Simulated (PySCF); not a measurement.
## Molecular orbitals of TiF

PBE0 at R = 1.779 Å; basis Ti def2-TZVPPD, F def2-TZVPPD; no relativity; PySCF 2.14. State: quartet, unpaired electrons σ ↑, π ↑, δ ↑, a mixture of terms (⟨Lz²⟩ = 4.9), a second solution, started from another occupation. Only the outer orbitals are listed, counted within each symmetry.

```
spin  orbital  occ.  ε (eV)  on Ti (%)           main shells (%)
   α       7σ     1  -30.60          5                    94 F s
   α       8σ     1  -11.36         12            87 F p, 9 Ti d
   α       3π     1  -11.07         10            89 F p, 9 Ti d
   α       3π     1  -10.86          8                    92 F p
   α       1δ     1   -6.07         99                   98 Ti d
   α       4π     1   -5.20         93                   87 Ti d
   α       9σ     1   -5.00         98  77 Ti s, 13 Ti d, 8 Ti p
   α       4π     0   -1.66         97          63 Ti d, 34 Ti p
   α       1δ     0   -1.61        100                  100 Ti d
   α      10σ     0   -1.27         90          56 Ti d, 30 Ti p
   β       6σ     1  -39.49         95                   95 Ti p
   β       2π     1  -39.22        100                  100 Ti p
   β       2π     1  -38.37        100                  100 Ti p
   β       7σ     1  -30.50          7                    93 F s
   β       8σ     1  -11.30          9                    89 F p
   β       3π     1  -10.89          6                    94 F p
   β       3π     1  -10.73          5                    94 F p
   β       9σ     0   -1.69        110                  102 Ti s
   β       1δ     0   -0.49        100                  100 Ti d
   β       4π     0   -0.27         96          80 Ti d, 16 Ti p
```

Problem. Which are the highest filled and the lowest empty level, where do they sit, and how wide is the gap?

Solution. Highest filled α 9σ at -5.00 eV (in %: 77 Ti s, 13 Ti d, 8 Ti p); lowest empty β 9σ at -1.69 eV (in %: 102 Ti s); the gap at PBE0 is 3.31 eV.

```json
{
 "bond order (Mayer)": "0.87",
 "⟨S²⟩": "3.753",
 "charge on Ti (Mulliken, basis-dependent)": "0.58",
 "charge on Ti (Löwdin, basis-dependent)": "0.40",
 "dipole moment (positive dipole means Ti(−)F(+))": "-2.49 D"
}
```

Shares are Mulliken populations and can fall outside 0 to 100 %.
